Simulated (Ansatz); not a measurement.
Born–Oppenheimer molecular dynamics of C2H6O2Zn (11 atoms, charge 0, multiplicity 1). It starts at the highest image of a converged band. Of that band: Neighbouring images differ by up to 3.2 eV, so the band resolves the path poorly. A vibrational analysis at the climbing image gives one clearly imaginary mode, 889i cm⁻¹: a first-order saddle point.

Method: Ansatz, RKS BLYP-D4/def2-SVP.

```json
{
 "ensemble": "NVE (velocity Verlet)",
 "time step": "0.5 fs",
 "steps asked": "200",
 "starting velocities drawn for": "300 K",
 "seed": "4862"
}
```

First frame:

```xyz
11
Properties=species:S:1:pos:R:3
C -0.567 -0.857 2.561
O 0.033 0.109 1.711
Zn 0.345 -0.151 -0.034
O 0.750 -0.102 -1.837
C 0.451 1.233 -2.873
H -0.593 -0.440 3.594
H -1.621 -1.101 2.283
H -0.004 -1.820 2.614
H -0.291 0.804 -3.581
H 1.595 0.364 -2.205
H -0.097 1.961 -2.232
```

How far do the bonds stretch over the last three quarters of this one trajectory? (Pairs bonded in most of those frames.)


| bond | mean (Å) | spread (Å) | shortest | longest |
| --- | --- | --- | --- | --- |
| C1–O2 | 1.412 | 0.023 | 1.37 | 1.45 |
| C1–H6 | 1.121 | 0.041 | 1.06 | 1.18 |
| C1–H7 | 1.119 | 0.005 | 1.11 | 1.13 |
| C1–H8 | 1.119 | 0.011 | 1.10 | 1.14 |
| O2–Zn3 | 1.790 | 0.055 | 1.70 | 1.87 |
| Zn3–O4 | 1.828 | 0.062 | 1.73 | 1.96 |
| O4–C5 | 1.534 | 0.192 | 1.24 | 1.83 |
| C5–H9 | 1.124 | 0.041 | 1.04 | 1.20 |
| C5–H11 | 1.141 | 0.058 | 1.04 | 1.29 |

Mean temperature of the second half: 1501 K. The conserved energy stayed within 1.9 meV per atom of its start (net change -1.6 meV per atom), so the integration is sound. The kinetic energy rose, since the run started high on the potential surface and went downhill. A run of 0.1 ps of so small a system gives no equilibrium averages. The orbitals stay closed-shell, which can raise the energy where a bond breaks towards radicals; this wasn't checked here.

Time of the run: 7.5 min on 2 threads of Intel(R) Xeon(R) Platinum 8488C (Sapphire Rapids), on a shared host, peak memory 0.19 GiB.
